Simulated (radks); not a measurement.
Question: The mean radii <r> (bohr) of the occupied orbitals of an atom or ion are listed with their occupations. Method: scalar-relativistic Kohn-Sham, exchange-only r2SCAN, spin-polarised, spherical densities, finite nucleus; meta-GGA in the generalised Kohn-Sham scheme; Fermi nuclear charge, rms radius of each element as measured or else 0.836 A^(1/3) + 0.57 fm; computed with a radial shooting solver on a logarithmic mesh with Libxc functionals.

| orbital | occ. | <r> |
|---|---|---|
| 1s up | 1 | 0.08481 |
| 1s down | 1 | 0.08483 |
| 2s up | 1 | 0.3565 |

Name the element and its charge. Open shells, if any, are filled with parallel spins first.

Answer: Z = 18, argon, charge +15: Ar15+ in [He] 2s1. The 1s radius gives Z: for a bare nucleus <r> = (2 gamma + 1)/(2Z) with gamma = sqrt(1 - (Z/c)^2), 0.08285 bohr for Z = 18, and screening makes it slightly larger (0.08481 here). The occupations add up to 3, and the charge is Z minus that.
